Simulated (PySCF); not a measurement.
Problem. What does the PBE0-D3(BJ)/def2-SVP structure of `C1[C@@H](C2CC2)[C@@H]1[GeH2][NH2]` look like in three dimensions?

Solution. 
```xyz
21
C6H13GeN angstrom
N      2.6663    1.3855    1.1814
Ge     2.5951   -0.1189    0.1269
C      0.8329   -0.8836    0.3262
C      0.2593   -1.7887   -0.7357
C     -0.2948   -0.4118   -0.5620
C     -1.6571   -0.1989    0.0095
C     -2.7700    0.3147   -0.8563
C     -2.1814    1.1928    0.2097
H      1.9508    2.0743    0.9639
H      3.5675    1.8546    1.2056
H      2.7908    0.1397   -1.3952
H      3.7215   -1.0491    0.6198
H      0.5449   -1.1173    1.3571
H      0.8562   -2.0016   -1.6281
H     -0.3577   -2.6288   -0.4037
H     -0.0284    0.3131   -1.3424
H     -1.9368   -0.9345    0.7723
H     -3.7756   -0.0864   -0.7052
H     -2.5339    0.5452   -1.8992
H     -2.7771    1.4041    1.1015
H     -1.5423    2.0223   -0.1071
```

Any rigid rotation of these coordinates is as good. Atoms count from 1 in this order. N1 (nitrogen bonded to Ge and 2 H) is pyramidal (angles 115.2°, 113.9° and 108.4°, sum 337.5°, 0.33 Å off the plane of its three neighbours). All internal angles of the 3-membered ring C6–C7–C8 are 60.0°. The 3-membered ring C3–C4–C5 has internal angles of 59.3° to 60.4°. Ge2 (germanium bonded to C, N and 2 H) is distorted tetrahedral (angles from 106.3° to 114.8°).

Bonds between heavy atoms (Å): N1–Ge2 1.839, Ge2–C3 1.931, C3–C4 1.509, C4–C5 1.494, C5–C6 1.492, C6–C7 1.501, C7–C8 1.501, C3–C5 1.511, C6–C8 1.501.

Computed, not measured: PySCF, PBE0-D3(BJ)/def2-SVP geometry optimisation, gas phase.

Point group: C1 (no symmetry element, even within 0.4 Å). Not checked by PBE0-D3(BJ)/def2-SVP frequencies. One conformer, not necessarily the lowest (H–N1–Ge2–C3 -57° and 177°, N1–Ge2–C3–C4 157°, C4–C5–C6–C7 -111°).

The run took 3.7 min of wall time on an Arm Neoverse V1 with one thread, shared host with 64 logical CPUs at a one-minute load of 23, and the process peaked at 0.97 GiB of memory. These figures are those of the optimisation.
